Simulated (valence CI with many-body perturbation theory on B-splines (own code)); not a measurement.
## Forbidden lines of Eu⁴⁹⁺

Method: valence CI with perturbative core correlation (CI+MBPT): four valence electrons over a frozen Dirac-Fock core [Ne], radial functions for each j: 11 s, 11 p, 9 d, 7 f, 5 g, 2 h, 1 i, with the one-electron correlation potential Σ1, the two-electron term Σ2, the three-electron term Σ3, Breit, model QED; selected CI, second order for the rest (own B-spline code, finite nucleus).

No measured spectrum was set against this ion. As an estimate, large intervals hold to a few tenths of a per cent, small ones and those within an open d or f shell to about a per cent.

Lines 1 to 8 of 8 in falling wavelength, among levels below 742.67 eV, chosen from the decays that carry over 1 % of a level's rate. Wavelengths and rates use the calculated energies. Electric multipoles are in the length gauge, E1 and E2 with the static RPA response of the core. S is in atomic units (e²a₀⁴ for E2 and M2, e²a₀⁶ for E3), for M1 in squared Bohr magnetons. Weak lines are less certain than strong ones. Lines between different terms over intervals too small for the method are left out, as are lines whose strength nearly cancels.

Levels are named by their leading jj configuration (3d3/2^4 stands for four electrons in 3d with j = 3/2), which in mixed levels can hold well under half, so a name can repeat and another be missing.

| λ vac (nm) | Upper | Lower | Type | A (s⁻¹) | S (a.u.) |
| --- | --- | --- | --- | --- | --- |
| 14.13 | (3s^2 3p3/2 3d5/2) J=4 | (3s 3p1/2 3p3/2^2) J=3 | M1 | 4.76e+05 | 4.48e-01 |
| 8.042 | (3s^2 3p3/2 3d5/2) J=4 | (3s^2 3p1/2 3d5/2) J=3 | M1 | 2.05e+07 | 3.56e+00 |
| 7.832 | (3s^2 3p1/2 3p3/2) J=1 | (3s^2 3p1/2^2) J=0 | M1 | 2.61e+07 | 1.39e+00 |
| 7.561 | (3s^2 3p3/2^2) J=2 | (3s^2 3p1/2 3p3/2) J=2 | M1 | 2.15e+07 | 1.72e+00 |
| 7.466 | (3s^2 3p1/2 3p3/2) J=2 | (3s^2 3p1/2^2) J=0 | E2 | 2.15e+05 | 2.23e-03 |
| 7.219 | (3s^2 3p3/2^2) J=2 | (3s^2 3p1/2 3p3/2) J=1 | M1 | 2.23e+07 | 1.55e+00 |
| 6.859 | (3s^2 3p3/2^2) J=0 | (3s^2 3p1/2 3p3/2) J=2 | E2 | 8.59e+05 | 1.16e-03 |
| 6.576 | (3s^2 3p3/2^2) J=0 | (3s^2 3p1/2 3p3/2) J=1 | M1 | 5.50e+07 | 5.80e-01 |
